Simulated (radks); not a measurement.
Results of a calculation; reference values are marked as such.
Task: Ni2+, configuration [Ar] 3d8. Code: a radial shooting solver on a logarithmic mesh with Libxc functionals. Model: scalar-relativistic Kohn-Sham, PBE, spin-polarised, spherical densities, finite nucleus; open shells are filled with parallel spins first; Fermi nuclear charge, rms radius 3.7757 fm. Some entries of the table are withheld. Estimate them.

orbital,occ.,eigenvalue (eV),<1/r> (bohr^-1),<r> (bohr)
1s down,1,-8231.874,28.09,0.05409
1s up,1,-8231.870,28.09,0.05409
2s up,1,-1001.599,6.068,0.2450
2s down,1,-1000.490,6.073,0.2448
2p up,3,(1),5.955,0.2154
2p down,3,(2),5.960,0.2152
3s up,1,-131.7510,(3),0.7402
3s down,1,-129.4748,(4),0.7415
3p up,3,-92.0845,(5),0.7780
3p down,3,-89.8525,(6),0.7804
3d up,5,-29.2823,1.394,0.9598
3d down,3,-27.2280,1.373,0.9817

Result: 
(1) 2p up eigenvalue (eV): -864.3630
(2) 2p down eigenvalue (eV): -863.5295
(3) 3s up <1/r> (bohr^-1): 1.918
(4) 3s down <1/r> (bohr^-1): 1.913
(5) 3p up <1/r> (bohr^-1): 1.771
(6) 3p down <1/r> (bohr^-1): 1.765
